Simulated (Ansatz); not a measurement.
The same path of ClH + FGeH3 (7 atoms, charge 0, multiplicity 1) was run twice with different band settings. Lost on the way: Ge1–F2, Cl6–H7. Made: Ge1–Cl6, F2–H7.

The calculation used RHF/def2-SVP in Ansatz.

Relaxed end points:

```xyz
7
Properties=species:S:1:pos:R:3
Ge 0.354 0.000 -0.278
F -0.069 0.000 1.415
H 1.878 0.000 -0.322
H -0.254 1.270 -0.862
H -0.254 -1.270 -0.862
Cl -3.258 0.000 1.993
H -1.986 0.000 2.108
```

```xyz
7
Properties=species:S:1:pos:R:3
Ge -0.319 0.000 -0.639
F -0.243 0.000 3.209
H 0.841 0.000 0.343
H -0.369 1.263 -1.489
H -0.369 -1.263 -1.489
Cl -2.151 0.000 0.573
H -0.980 0.000 2.683
```

Common settings: movable images 7; climbing image yes; optimiser quadratic models (default); start path through a guess of the saddle point; force threshold 0.05 eV/Å; iteration limit 60; end points relaxed.

| run | spring |
| --- | --- |
| 1 | 5.0 eV/Å² |
| 2 | 50.0 eV/Å² |

What does each run give, and how far can it be trusted?

Run 1: converged after 9 iterations, highest image 1.542 eV above the first end. A vibrational analysis at the climbing image gives one clearly imaginary mode, 302i cm⁻¹: a first-order saddle point.
Run 2: converged after 8 iterations, highest image 1.542 eV above the first end. Another band between the same ends (7 images) ends at a top of the same energy, where a vibrational analysis finds 1 clearly imaginary mode.
The orbitals stay closed-shell, which can raise the energy where a bond breaks towards radicals; this wasn't checked here.
